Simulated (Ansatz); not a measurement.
Ansatz (an electronic-structure program) input (MP2/def2-TZVP):

Ansatz 0.2 input:
```yaml
crystal:
  periodic: [false, false, false]
  atoms:
    - {symbol: Li, position_ang: [-0.00000000, -0.00000000, -1.25868851]}
    - {symbol: O, position_ang: [0.00000000, 0.00000000, 0.31385345]}
    - {symbol: H, position_ang: [0.00000000, 0.00000000, 1.26523792]}
basis:
  gaussian:
    orbitals: def2-TZVP
magnetization: {spin_polarized: false}
correlation: {method: mp2, electrons: outside_noble_gas}
relax: {f_tol: 0.003, max_steps: 100}
```

End of the output:

```
the calculation of the forces begins
relax step   3: F+E_penalty+E_count = -2264.40144299 eV  Δ(F+E_penalty+E_count) = -7.144e-4 eV  max|allowed force component| = 8.456e-3 eV/Å  Δτ_max = 0.0060 Å  (29 SCF iters, accepted)
these checks for a lower state are left out or cut short: starts, cluster_reference, orbital_swaps, neighbouring_geometries, increment
integrals: 0.01 GiB planned
438 factors; integrals over basis functions are off by at most 3.3e-4 eV
mean field: 0.06 GiB planned
mean field evaluation 32: about -2257.2263 eV, gradient 1.9e-2 eV
mean field -2257.22629905 eV, -82.9515364871 hartree, gradient 1.5e-6 eV, S^2 0.000000; 0 other end points of the search recorded, 0 dependent functions left out
2 core orbitals not correlated
reference -2257.22629905 eV, -82.9515364871 hartree; 4, 4 occupied and 45, 45 virtual orbitals, 438 factors
densities: 0.06 GiB planned
second order -7.17514473 eV of doubles, -0.00000000 eV of singles
the calculation of the forces begins
relax step   4: F+E_penalty+E_count = -2264.40144378 eV  Δ(F+E_penalty+E_count) = -7.913e-7 eV  max|allowed force component| = 5.030e-4 eV/Å  Δτ_max = 0.0002 Å  (23 SCF iters, accepted)
these checks for a lower state are left out or cut short: cluster_reference
integrals: 0.01 GiB planned
438 factors; integrals over basis functions are off by at most 3.3e-4 eV
mean field: 0.06 GiB planned
mean field -2257.22629905 eV, -82.9515364871 hartree, gradient 1.5e-6 eV, S^2 0.000000; 1 other end points of the search recorded, 0 dependent functions left out
2 core orbitals not correlated
reference -2257.22629905 eV, -82.9515364871 hartree; 4, 4 occupied and 45, 45 virtual orbitals, 438 factors
densities: 0.06 GiB planned
second order -7.17514473 eV of doubles, -0.00000000 eV of singles
the calculation of the forces begins
Total energy: -2264.40144378 eV, -83.2152181924 hartree
Atom 0 at    -0.000000     0.000000    -1.270618 Å, force    -0.000000     0.000000    -0.000050 eV/Å
Atom 1 at     0.000000    -0.000000     0.319241 Å, force    -0.000000     0.000000     0.000503 eV/Å
Atom 2 at    -0.000000     0.000000     1.271781 Å, force     0.000000    -0.000000    -0.000453 eV/Å
Dipole moment:    -0.000000     0.000000    -0.911387 e Å
Checks for a lower state left out: cluster_reference
```
